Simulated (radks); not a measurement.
The numbers below are computed, except where a source is named.
Species: a nucleus of charge 21.1 with 20 electrons. Configuration: [Ar] 3d1 4s1. Level of theory: scalar-relativistic Kohn-Sham, PBE, spin-polarised, spherical densities, point nucleus; open shells are filled with parallel spins first (a radial shooting solver on a logarithmic mesh with Libxc functionals).

Normalised radial functions P(r) = r R(r), r in bohr:

r	2p down	3d up	3d down
0.006047	0.0107	0.0000	0.0000
0.006873	0.0136	0.0000	0.0000
0.007874	0.0176	0.0000	0.0000
0.009022	0.0227	0.0000	0.0000
0.01025	0.0288	0.0001	0.0001
0.01175	0.0371	0.0001	0.0001
0.01346	0.0476	0.0001	0.0001
0.0153	0.0601	0.0002	0.0002
0.01752	0.0769	0.0002	0.0002
0.02008	0.0980	0.0004	0.0004
0.02282	0.1227	0.0005	0.0005
0.02614	0.1553	0.0007	0.0008
0.02995	0.1956	0.0011	0.0011
0.03404	0.2419	0.0015	0.0016
0.039	0.3013	0.0022	0.0023
0.04468	0.3728	0.0032	0.0033
0.05079	0.4523	0.0046	0.0047
0.05818	0.5507	0.0066	0.0067
0.06666	0.6639	0.0093	0.0095
0.07576	0.7836	0.0129	0.0132
0.0868	0.9232	0.0182	0.0186
0.09945	1.0724	0.0254	0.0259
0.113	1.2172	0.0344	0.0351
0.1295	1.3689	0.0470	0.0481
0.1484	1.5095	0.0636	0.0650
0.1686	1.6219	0.0837	0.0855
0.1932	1.7091	0.1106	0.1130
0.2213	1.7519	0.1440	0.1471
0.2515	1.7433	0.1821	0.1860
0.2882	1.6775	0.2300	0.2350
0.3302	1.5534	0.2855	0.2916
0.3753	1.3898	0.3440	0.3512
0.4299	1.1789	0.4113	0.4198
0.4926	0.9482	0.4816	0.4913
0.5598	0.7317	0.5478	0.5584
0.6414	0.5214	0.6148	0.6262
0.7348	0.3455	0.6738	0.6858
0.8352	0.2175	0.7168	0.7292
0.9568	0.1215	0.7451	0.7573
1.096	0.0611	0.7527	0.7639
1.246	0.0287	0.7402	0.7497
1.427	0.0113	0.7074	0.7141
1.635	0.0038	0.6573	0.6604
1.859	0.0012	0.5978	0.5974
2.129	0.0003	0.5255	0.5220
2.44	0.0001	0.4480	0.4417
2.773	0.0000	0.3738	0.3644
3.177	0.0000	0.2959	0.2830
3.64	0.0000	0.2219	0.2069
4.137	0.0000	0.1599	0.1450
4.739	0.0000	0.1056	0.0930
5.43	0.0000	0.0646	0.0554
6.171	0.0000	0.0374	0.0316
7.07	0.0000	0.0188	0.0159
8.1	0.0000	0.0083	0.0072
9.206	0.0000	0.0034	0.0030
10.55	0.0000	0.0011	0.0011

2p down: eigenvalue -401.96 eV, 0 radial nodes, <r> = 0.306 bohr, 90 % of the charge inside 0.503 bohr. 3d up: eigenvalue -11.727 eV, 0 radial nodes, <r> = 1.65 bohr, 90 % of the charge inside 2.87 bohr. 3d down (empty): eigenvalue -10.532 eV, 0 radial nodes, <r> = 1.61 bohr, 90 % of the charge inside 2.77 bohr.
